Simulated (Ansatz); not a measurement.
# A ladder of methods for GeH4 (SMILES [H][Ge]([H])([H])[H])

The species is GeH4 (5 atoms), meant as a singlet with charge 0. As SMILES, `[H][Ge]([H])([H])[H]`. Geometry: a GFN2-xTB relaxation, a rough one for these elements and not checked as a minimum.

```xyz
5

Ge    0.0001    0.0004   -0.0002
H     0.0115   -0.0181    1.4819
H     1.3949    0.0100   -0.5035
H    -0.7076    1.2140   -0.4736
H    -0.6989   -1.2063   -0.5046
```

Quantity: the energy change with the Ge1–H4 bond stretched from 1.482 to 1.853 Å, in eV. The values are calculated.

| level | kind | program | value (eV) | less FCI/STO-3G |
| --- | --- | --- | --- | --- |
| HF/STO-3G (restricted) | Hartree–Fock | Ansatz | 1.35 | +0.31 |
| BHLYP/STO-3G (restricted) | global hybrid | Ansatz | 1.31 | +0.27 |
| HSE06/STO-3G (restricted) | range-separated hybrid | Ansatz | 1.25 | +0.21 |
| MP2/STO-3G (restricted) | perturbation theory | Ansatz | 1.19 | +0.15 |
| CCSD(T)/STO-3G (restricted) | coupled cluster or CI | Ansatz | 1.04 | 0.00 |
| CCSD/STO-3G (restricted) | coupled cluster or CI | Ansatz | 1.04 | 0.00 |
| CCSDT(Q)/STO-3G (restricted) | coupled cluster or CI | Ansatz | 1.04 | 0.00 |
| CCSDT/STO-3G (restricted) | coupled cluster or CI | Ansatz | 1.04 | 0.00 |
| FCI/STO-3G | exact in the basis | Ansatz | 1.04 | 0.00 |

FCI/STO-3G is exact within its basis and frozen core, so for wave-function methods in that basis the difference is their error; functionals converge differently with the basis, so for them it is only a difference. All-electron rows without a relativistic Hamiltonian named are non-relativistic. The first shape isn't each level's own minimum. The values span 1.04 to 1.35 eV. All rows use very small basis sets, so even the best lies far from the true value. In the correlated wave-function rows the outer d shell of Ge is correlated, in sets not made for it.
